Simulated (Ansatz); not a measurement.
Ansatz (a quantum-chemistry and plane-wave program) input:

Ansatz 0.2 input:
```yaml
crystal:
  periodic: [false, false, false]
  atoms:
    - {symbol: F, position_ang: [1.13047896, -0.41517402, -1.55532692]}
    - {symbol: Si, position_ang: [1.34792540, -0.22414065, -0.00994754]}
    - {symbol: O, position_ang: [-0.10906543, 0.65572955, 0.49666709]}
    - {symbol: Si, position_ang: [-1.82304031, 0.06600393, 0.49952912]}
    - {symbol: H, position_ang: [1.24910920, -1.49020221, 0.70874881]}
    - {symbol: H, position_ang: [2.41347431, 0.72483259, 0.30492600]}
    - {symbol: H, position_ang: [0.01319461, 1.60561290, 0.66168311]}
    - {symbol: H, position_ang: [-2.46408591, 0.86345616, -0.54981878]}
    - {symbol: H, position_ang: [-2.26988885, 0.34636095, 1.86704131]}
    - {symbol: H, position_ang: [-1.59198203, -1.34541663, 0.17788281]}
basis:
  gaussian:
    orbitals: def2-TZVPD
hamiltonian:
  xc: {name: CAM-B3LYP}
total_charge: 1
output: {forces: true}
```

### Question
Which total energy does the run end on?

### Answer
-757.56412 Eh (CAM-B3LYP/def2-TZVPD). The basis has 220 functions.

It need not be the lowest isomer of its formula.
